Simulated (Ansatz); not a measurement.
Reactions of BH7Si2, SMILES `B[SiH2][SiH3]`.

Program: Ansatz. Geometries: PBE0-D4/def2-TZVP. ΔE: electronic, gas phase. CBS: MP2 limit from def2 TZ/QZ plus the TZ coupled-cluster correction, frozen cores. This one scheme is used for every species. For Ge outer-core shells are correlated without core-valence functions, which leaves a few kJ/mol of doubt a bond. Scalar relativity is left out up to krypton. Each species was taken in one conformer, which may not be the lowest.

Question: Order these by ΔE at CCSD(T)/CBS, lowest first. (An estimate is asked.)
A. `B[SiH2][SiH3]` + `NBS` → `NB(S)[SiH2][SiH3]` + BH₃
B. `B[SiH2][SiH3]` + GeH₄ → `B[SiH2][GeH3]` + SiH₄
C. `B[SiH2][SiH3]` + `O[SiH3]` → `BO[SiH3]` + `[SiH3][SiH3]`
D. `B[SiH2][SiH3]` + `OC[SiH](F)F` → `BOC[SiH](F)F` + `[SiH3][SiH3]`
E. `B[SiH2][SiH3]` + `O[SiH3]` → `[SiH3]O[SiH2][SiH3]` + BH₃

Answer: D (-165.1 kJ/mol), C (-153.6 kJ/mol), E (-105.3 kJ/mol), B (-17.4 kJ/mol), A (+2.2 kJ/mol).

Largest T1 diagnostic: 0.014, for `B[SiH2][SiH3]`.
